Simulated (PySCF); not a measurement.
PySCF input file for Zn(OH) (HOZn), SMILES [OH][Zn+], charge +1, TDDFT-M06-2X/def2-TZVPD. The structure is a stationary point at B3LYP-D3(BJ)/def2-TZVP. The spin state was assumed, not searched. The isomer is the one that the SMILES or the coordinates give; other isomers of the formula were not compared.

```python
import numpy as np
from pyscf import gto, scf, dft, tdscf

mol = gto.M(
    atom='''
    Zn   -0.00633883   -0.41931594    0.00000000
    O     0.11701876    1.34767135    0.00000000
    H    -0.74598532    1.79810745    0.00000000
    ''',
    basis='def2-TZVPD',
    charge=1,
    spin=0,
    symmetry=True,
    max_memory=1600,
    verbose=4,
)
mf = dft.RKS(mol, xc='m06-2x').density_fit(auxbasis='def2-universal-jkfit')
mf.grids.level = 4
mf.conv_tol = 1e-9
mf.max_cycle = 100
mf.kernel()
mf.grids = dft.Grids(mol).set(level=2).build(with_non0tab=True)  # coarser grid for the response kernel
td = tdscf.TDDFT(mf)
td.singlet = True
td.nstates = 10
td.conv_tol = 1e-4
td.kernel(x0=td.get_init_guess(mf, 15))
td.analyze()
tt = tdscf.TDA(mf)
tt.singlet = False
tt.nstates = 4
tt.conv_tol = 1e-4
tt.kernel(x0=tt.get_init_guess(mf, 9))
tt.analyze(verbose=3)
```

Log of the run:

```
PySCF version 2.14.0

[INPUT] verbose = 4
[INPUT] num. atoms = 3
[INPUT] num. electrons = 38
[INPUT] charge = 1
[INPUT] spin (= nelec alpha-beta = 2S) = 0
[INPUT] symmetry True subgroup None
[INPUT] Mole.unit = angstrom
[INPUT] Symbol           X                Y                Z      unit          X                Y                Z       unit  Magmom
[INPUT]  1 Zn    -0.006338830000  -0.419315940000   0.000000000000 AA   -0.011978652650  -0.792392286265   0.000000000000 Bohr   0.0
[INPUT]  2 O      0.117018760000   1.347671350000   0.000000000000 AA    0.221133407836   2.546729757423   0.000000000000 Bohr   0.0
[INPUT]  3 H     -0.745985320000   1.798107450000   0.000000000000 AA   -1.409707947746   3.397930623040   0.000000000000 Bohr   0.0

nuclear repulsion = 82.8408947226856
point group symmetry = Cs
symmetry origin: [-6.78363224e-09  2.42272576e-09  0.00000000e+00]
symmetry axis x: [ 1.00000000e+00 -2.43321195e-09  0.00000000e+00]
symmetry axis y: [2.43321195e-09 1.00000000e+00 0.00000000e+00]
symmetry axis z: [0. 0. 1.]
num. orbitals of irrep A' = 68
num. orbitals of irrep A" = 32
number of shells = 36
number of NR pGTOs = 164
number of NR cGTOs = 100
basis = def2-TZVPD
ecp = {}


[settings echo left out]
init E= -1854.80463735065
HOMO (A") = -0.435087185598185  LUMO (A') = -0.173937995633992  gap/eV = 7.10623
cycle= 1 E= -1854.719490502  delta_E= 0.0851  |g|= 0.89  |ddm|= 1.73
HOMO (A") = -0.418518589896106  LUMO (A') = -0.372711716032022  gap/eV = 1.24647
cycle= 2 E= -1854.0655114035  delta_E= 0.654  |g|= 2.04  |ddm|= 2.12
HOMO (A") = -0.639554471427812  LUMO (A') = -0.385901788467478  gap/eV = 6.90224
cycle= 3 E= -1854.85068105477  delta_E= -0.785  |g|= 0.229  |ddm|= 1.61
HOMO (A") = -0.593721797970207  LUMO (A') = -0.377911068220548  gap/eV = 5.87251
cycle= 4 E= -1854.85773270445  delta_E= -0.00705  |g|= 0.146  |ddm|= 0.197
HOMO (A") = -0.605030437249748  LUMO (A') = -0.379204176883334  gap/eV = 6.14505
cycle= 5 E= -1854.85959741367  delta_E= -0.00186  |g|= 0.0134  |ddm|= 0.0563
HOMO (A") = -0.608417152608816  LUMO (A') = -0.377919755056823  gap/eV = 6.27215
cycle= 6 E= -1854.85963695691  delta_E= -3.95e-05  |g|= 0.00638  |ddm|= 0.0169
HOMO (A") = -0.609648494962564  LUMO (A') = -0.3779016419576  gap/eV = 6.30615
cycle= 7 E= -1854.85964457892  delta_E= -7.62e-06  |g|= 0.000966  |ddm|= 0.0049
HOMO (A") = -0.609825906954883  LUMO (A') = -0.377867176558127  gap/eV = 6.31192
cycle= 8 E= -1854.85964502945  delta_E= -4.51e-07  |g|= 0.000381  |ddm|= 0.00149
HOMO (A") = -0.60991705137849  LUMO (A') = -0.377841828909659  gap/eV = 6.31509
cycle= 9 E= -1854.85964509767  delta_E= -6.82e-08  |g|= 0.000119  |ddm|= 0.00057
HOMO (A") = -0.609954125405872  LUMO (A') = -0.377833452265321  gap/eV = 6.31633
cycle= 10 E= -1854.85964510461  delta_E= -6.93e-09  |g|= 2.08e-05  |ddm|= 0.000206
HOMO (A") = -0.609957674052037  LUMO (A') = -0.377833041250213  gap/eV = 6.31643
cycle= 11 E= -1854.85964510482  delta_E= -2.14e-10  |g|= 1e-05  |ddm|= 3.62e-05
HOMO (A") = -0.609961979601452  LUMO (A') = -0.37783299656116  gap/eV = 6.31655
Extra cycle  E= -1854.85964510481  delta_E= 1.05e-11  |g|= 1.55e-05  |ddm|= 1.6e-05
converged SCF energy = -1854.85964510481
tot grids = 29624


******** <class 'pyscf.tdscf.rks.TDDFT'> for <class 'pyscf.df.df_jk.DFSymAdaptedRKS'> ********
nstates = 10 singlet
deg_eia_thresh = 1.000e-03
wfnsym = None
conv_tol = 0.0001
eigh lindep = 1e-12
eigh level_shift = 0
eigh max_cycle = 100


Excitation energies (eV)
[ 2.33931401  4.09663981  6.44838938  7.16569982  7.79959371  8.19886273
  8.52384972  8.99388996  9.77211856 10.17531345]

** Singlet excitation energies and oscillator strengths **
Excited State   1:   A"      2.33931 eV    530.00 nm  f=0.0052
      19 -> 20       -0.70042
Excited State   2:   A'      4.09664 eV    302.65 nm  f=0.1052
      17 -> 20        0.10886
      18 -> 20       -0.68352
      19 -> 22        0.11963
Excited State   3:   A'      6.44839 eV    192.27 nm  f=0.0389
      17 -> 20       -0.67188
      19 -> 22        0.15297
Excited State   4:   A"      7.16570 eV    173.02 nm  f=0.0000
      19 -> 21        0.69411
Excited State   5:   A'      7.79959 eV    158.96 nm  f=0.0744
      18 -> 21        0.39880
      19 -> 22        0.55529
Excited State   6:   A"      8.19886 eV    151.22 nm  f=0.0845
      18 -> 22        0.69128
Excited State   7:   A'      8.52385 eV    145.46 nm  f=0.1960
      18 -> 20       -0.12170
      18 -> 21        0.56652
      19 -> 22       -0.35767
Excited State   8:   A"      8.99389 eV    137.85 nm  f=0.0551
      19 -> 23       -0.64569
      19 -> 24       -0.19429
Excited State   9:   A'      9.77212 eV    126.88 nm  f=0.0412
      18 -> 23       -0.64179
      18 -> 24       -0.20380
Excited State  10:   A"     10.17531 eV    121.85 nm  f=0.0089
      13 -> 20       -0.41651
      15 -> 20        0.55750

** Transition electric dipole moments (AU) **
state          X           Y           Z        Dip. S.      Osc.
  1        -0.0000     -0.0000     -0.3005      0.0903      0.0052
  2         0.1591      1.0112     -0.0000      1.0479      0.1052
  3        -0.2147      0.4473      0.0000      0.2461      0.0389
  4         0.0000      0.0000      0.0043      0.0000      0.0000
  5         0.4155     -0.4653     -0.0000      0.3892      0.0744
  6        -0.0000      0.0000      0.6487      0.4208      0.0845
  7         0.5751      0.7797     -0.0000      0.9387      0.1960
  8         0.0000      0.0000     -0.5001      0.2501      0.0551
  9         0.3834      0.1586      0.0000      0.1722      0.0412
 10        -0.0000     -0.0000     -0.1890      0.0357      0.0089

** Transition velocity dipole moments (imaginary part, AU) **
state          X           Y           Z        Dip. S.      Osc.
  1        -0.0000      0.0000     -0.0292      0.0009      0.0066
  2         0.0264      0.1558      0.0000      0.0250      0.1106
  3        -0.0539      0.1067      0.0000      0.0143      0.0402
  4         0.0000     -0.0000      0.0012      0.0000      0.0000
  5         0.1212     -0.1375      0.0000      0.0336      0.0781
  6         0.0000     -0.0000      0.1990      0.0396      0.0877
  7         0.1819      0.2503      0.0000      0.0957      0.2038
  8         0.0000     -0.0000     -0.1746      0.0305      0.0615
  9         0.1452      0.0655      0.0000      0.0254      0.0471
 10        -0.0000      0.0000     -0.0746      0.0056      0.0099

** Transition magnetic dipole moments (imaginary part, AU) **
state          X           Y           Z
  1        -0.1563      0.1575     -0.0000
  2         0.0000      0.0000     -0.0284
  3         0.0000     -0.0000      0.1930
  4        -0.0354     -0.0874      0.0000
  5         0.0000     -0.0000      0.0679
  6        -0.1807      0.0375      0.0000
  7         0.0000     -0.0000      0.0985
  8         0.3538      0.0945      0.0000
  9         0.0000     -0.0000      0.3765
 10         0.1108     -0.0010     -0.0000


******** <class 'pyscf.tdscf.rks.TDA'> for <class 'pyscf.df.df_jk.DFSymAdaptedRKS'> ********
nstates = 4 triplet
deg_eia_thresh = 1.000e-03
wfnsym = None
conv_tol = 0.0001
eigh lindep = 1e-12
eigh level_shift = 0
eigh max_cycle = 100


Excitation energies (eV)
[2.02804121 2.52001298 5.86952667 7.09957451]

** Triplet excitation energies and oscillator strengths **
Excited State   1:   A"      2.02804 eV    611.35 nm  f=0.0000
Excited State   2:   A'      2.52001 eV    492.00 nm  f=0.0000
Excited State   3:   A'      5.86953 eV    211.23 nm  f=0.0000
Excited State   4:   A"      7.09957 eV    174.64 nm  f=0.0000
```

Self-consistency was reached.

Cost: very roughly 2.9 core-minutes.
